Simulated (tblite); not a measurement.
Compound: C6H10ClFSi.
Cartesian coordinates in Å at the GFN2-xTB level; atoms count from 1:
```
atom  x, y, z in Å
C1     2.5488    0.3216   -0.2287
C2     1.0539    0.2978   -0.1404
C3     0.3293    1.3979    0.0623
Si4   -1.5359    1.4128    0.1678
C5    -1.9903   -0.4395   -0.0662
F6    -2.2013   -0.7145   -1.4131
C7    -0.8562   -1.3245    0.4194
Cl8   -0.6572   -0.9833    2.1569
C9     0.4551   -1.0734   -0.3149
H10    2.9788   -0.2180    0.6154
H11    2.9279    1.3399   -0.2189
H12    2.8812   -0.1716   -1.1417
H13    0.8546    2.3381    0.1692
H14   -2.1639    2.1319   -0.9420
H15   -2.0382    1.8606    1.4687
H16   -2.9221   -0.7209    0.4345
H17   -1.1202   -2.3846    0.3386
H18    0.2614   -1.2393   -1.3807
H19    1.1844   -1.8216    0.0064
```

Method: GFN2-xTB as coded in tblite; computed harmonic values from a numerical Hessian at the method's own geometry, unscaled. Errors from tens to a few hundred cm⁻¹ against measured bands are possible. Modes of hydrogen on silicon can be 10 to 20 % off. One conformer, not necessarily the lowest.

Harmonic wavenumbers (cm⁻¹): 52.5, 101.8, 137.7, 154.3, 183.3, 240.0, 276.4, 327.0, 349.3, 391.7, 434.5, 451.0, 507.4, 564.0, 617.3, 645.9, 697.7, 749.0, 770.0, 799.0, 821.0, 882.5, 933.2, 993.2, 1015.9, 1024.6, 1033.2, 1114.8, 1147.9, 1156.9, 1204.1, 1219.8, 1282.7, 1290.1, 1301.9, 1360.2, 1397.8, 1449.2, 1476.8, 1478.7, 1681.2, 2259.6, 2273.1, 2915.2, 2930.9, 2934.6, 2972.5, 2997.6, 3013.6, 3043.6, 3051.9.

A = 1322, B = 1066, C = 893.6 MHz; mass 164.022 u (most abundant isotopes); point group C1, symmetry number 1.

Zero-point energy?

Half the sum of the wavenumbers: 31054 cm⁻¹ = 88.79 kcal/mol.

Give the ideal-gas entropy at 298.15 K and 1 bar in the rigid-rotor, harmonic-oscillator model (classical rotation).

Translation 41.22, rotation 29.92, vibration 28.50: S = 99.6 cal/(mol K).

And Cp and H(298.15 K) − H(0)?

Cp = 40.84 cal/(mol K), of which vibrations give 32.90 (their classical limit is 51 R = 101.3); H(298.15 K) − H(0) = 7.11 kcal/mol without the zero-point energy, 4.74 from vibrations.

What must be added to the electronic energy to get the Gibbs energy at 298.15 K and 1 bar?

ZPE + [H(298.15 K) − H(0)] − T·S = 88.79 + 7.11 − 29.71 = 66.19 kcal/mol.

Which modes carry the vibrational entropy at 298.15 K?

52.5 cm⁻¹: 4.72; 101.8 cm⁻¹: 3.42; 137.7 cm⁻¹: 2.84; 154.3 cm⁻¹: 2.62; 183.3 cm⁻¹: 2.29; 240.0 cm⁻¹: 1.80 cal/(mol K); the other 45 give 10.81 together.

Hindered rotation and anharmonicity are outside this model. Other conformers, if any are populated, would add a mixing term that is left out. The structure is chiral; the term R ln 2 for an equal mix with its mirror image is left out.

Hardware: Arm Neoverse V1, one thread, no GPU, shared host with 32 logical CPUs at a one-minute load of 27. Cost: 0.91 s wall. The figure is for the frequency step alone.
